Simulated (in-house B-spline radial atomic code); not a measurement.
Response of Pb²⁺ as one setting changes: the radius of a hard wall (bohr). Method: LDA VWN5. A dash marks a strongly mixed or unbound state. A box has no continuum, so excitations may lie above minus the highest level. Computed with a B-spline radial code for spherical atoms: linear response of the closed shell [Xe] 4f14 5d10 6s2 with the functional's adiabatic kernel; scalar-relativistic (spin-free one-electron X2C), finite nucleus, no spin-orbit coupling, no double excitations, S, P, D and F terms only; shells from n = 4 respond. Only terms of natural parity with L up to 3 were computed.

Spin-orbit coupling is strong here, so these LS terms don't match observed levels.

| radius of a hard wall (bohr) | lowest 1P (eV) | lowest 3P, Tamm-Dancoff (eV) | minus highest occupied level (eV) | α (bohr³) |
| --- | --- | --- | --- | --- |
| 2.5 | 6s → 6p 27.643 | 6s → 6p 23.971 | -2.538 | 3.418 |
| 3 | 6s → 6p 20.250 | 6s → 6p 16.961 | 16.085 | 5.448 |
| 3.5 | 6s → 6p 16.431 | 6s → 6p 13.450 | 23.085 | 7.52 |
| 4 | 6s → 6p 14.352 | 6s → 6p 11.608 | 25.889 | 9.366 |
| 4.5 | ? | ? | ? | ? |
| 5.5 | ? | ? | ? | ? |
| 6.5 | 6s → 6p 11.840 | 6s → 6p 9.617 | 27.800 | 12.93 |
| 8 | 6s → 6p 11.753 | 6s → 6p 9.569 | 27.814 | 13.04 |
| 10 | 6s → 6p 11.744 | 6s → 6p 9.565 | 27.814 | 13.05 |
| 15 | 6s → 6p 11.744 | 6s → 6p 9.565 | 27.814 | 13.05 |

(1) What belongs in the row for 5.5?

(2) What belongs in the row for 4.5?

## Answers

(1) lowest 1P (eV): 6s → 6p 12.144; lowest 3P, Tamm-Dancoff (eV): 6s → 6p 9.817; minus highest occupied level (eV): 27.701; α (bohr³): 12.43.

(2) lowest 1P (eV): 6s → 6p 13.180; lowest 3P, Tamm-Dancoff (eV): 6s → 6p 10.619; minus highest occupied level (eV): 27.041; α (bohr³): 10.82.
